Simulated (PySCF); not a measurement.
Isomers of C7H7FOS, mass 158.020 u with the commonest isotopes. The calculation used PBE0/pcSseg-1 in PySCF (dipole) on a GFN2-xTB geometry, gas phase. One conformer each, none proved a minimum here; rigid rotors.

Question: Order these by dipole moment, smallest first.
A. `[CH3:1][c:2]1[cH:3][s:4][c:5]([C:6](=[O:7])[F:8])[c:9]1[CH3:10]` with S4–C5–C6–O7 -178°
B. `[CH3:1][c:2]1[cH:3][c:4]([C:5](=[O:6])[F:7])[s:8][c:9]1[CH3:10]` with C3–C4–C5–O6 180°
C. `[CH3:1][CH2:2][c:3]1[cH:4][cH:5][s:6][c:7]1[C:8](=[O:9])[F:10]` with C1–C2–C3–C4 -95°, S6–C7–C8–O9 178°
D. `[CH3:1][C@@H:2]([F:3])[c:4]1[cH:5][o:6][cH:7][cH:8][c:9]1=[S:10]` with C1–C2–C4–C5 -99°

Answer: D (3.49 D), C (4.27 D), A (4.83 D), B (5.76 D).

Question: Order these by radius of gyration √(Σ m r²/M), largest first.
A. `[CH3:1][c:2]1[cH:3][s:4][c:5]([C:6](=[O:7])[F:8])[c:9]1[CH3:10]` with S4–C5–C6–O7 -178°
B. `[CH3:1][c:2]1[cH:3][c:4]([C:5](=[O:6])[F:7])[s:8][c:9]1[CH3:10]` with C3–C4–C5–O6 180°
C. `[CH3:1][CH2:2][c:3]1[cH:4][cH:5][s:6][c:7]1[C:8](=[O:9])[F:10]` with C1–C2–C3–C4 -95°, S6–C7–C8–O9 178°

Answer: B (2.336 Å), A (2.231 Å), C (2.183 Å).

Question: Order these by rotational constant C, smallest first.
A. `[CH3:1][C@@H:2]([F:3])[c:4]1[cH:5][o:6][cH:7][cH:8][c:9]1=[S:10]` with C1–C2–C4–C5 -99°
B. `[CH3:1][c:2]1[cH:3][c:4]([C:5](=[O:6])[F:7])[s:8][c:9]1[CH3:10]` with C3–C4–C5–O6 180°
C. `[CH3:1][c:2]1[cH:3][s:4][c:5]([C:6](=[O:7])[F:8])[c:9]1[CH3:10]` with S4–C5–C6–O7 -178°

Answer: B (588.0 MHz), C (645.4 MHz), A (681.5 MHz).

```tsv
SMILES	point group	Ia (u·Å²)	Ib (u·Å²)	Ic (u·Å²)	κ	μa (D)	μb (D)	μc (D)
Cc1csc(C(=O)F)c1C	near Cs	266.53	522.81	783.00	-0.49	4.81	0.48	0.02
C[C@@H](F)c1coccc1=S	C1	359.75	449.58	741.57	0.22	2.05	2.62	1.06
CCc1ccsc1C(=O)F	C1	376.64	398.01	730.94	0.78	0.18	4.27	0.01
Cc1cc(C(=O)F)sc1C	Cs	223.33	642.38	859.46	-0.76	5.65	1.12	0.00
```
